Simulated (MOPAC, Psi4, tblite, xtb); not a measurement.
Dimer F4Si ··· H3ClSi (SMILES F[Si](F)(F)F and [SiH3]Cl) at R = 3.80 Å between the centres of mass, closest contact 2.99 Å (lowest of the rigid-body minima from ten starts at GFN2-xTB). Geometry in Å and degrees:

```
F
Si 1 1.5673
F 2 1.5671 1 109.48
F 2 1.5672 3 109.46 1 -119.98
F 2 1.5673 3 109.45 4 -120.02
H 3 2.9948 2 118.29 4 -138.63
Si 6 1.4758 3 105.95 2 -29.32
H 7 1.4758 6 110.44 3 79.45
H 7 1.4758 8 110.44 6 -122.46
Cl 7 2.0663 8 108.48 9 -118.77
```

Computed with: GFN2-xTB (tblite); SAPT0/jun-cc-pVDZ, frozen core (Psi4); revPBE/def2-TZVP, counterpoise-corrected (Psi4); revPBE-D3(BJ)/def2-TZVP, counterpoise-corrected (Psi4); PBE/def2-TZVP, counterpoise-corrected (Psi4); PBE-D3(BJ)/def2-TZVP, counterpoise-corrected (Psi4); HF/aug-cc-pVDZ, counterpoise-corrected (Psi4); MP2/aug-cc-pVDZ = DF-MP2/aug-cc-pVDZ, frozen core, counterpoise-corrected (Psi4); SCS-MP2/aug-cc-pVDZ = Psi4 with DF-SCS-MP2/aug-cc-pVDZ, frozen core, counterpoise-corrected; PM6, restricted, heats of formation (MOPAC); PM3, restricted, heats of formation (MOPAC); GFN1-xTB (xtb).

**Question.** What interaction energy does each level give?

**Answer.** 
```tsv
method	E_int / kJ/mol
GFN2-xTB	-11.56
GFN1-xTB	-9.29
PBE-D3(BJ)/def2-TZVP	-7.94
revPBE-D3(BJ)/def2-TZVP	-7.77
MP2/aug-cc-pVDZ	-3.86
SAPT0/jun-cc-pVDZ	-1.94
SCS-MP2/aug-cc-pVDZ	-1.67
PBE/def2-TZVP	-0.62
HF/aug-cc-pVDZ	4.34
revPBE/def2-TZVP	7.11
PM6	7.80
PM3	11.66
```
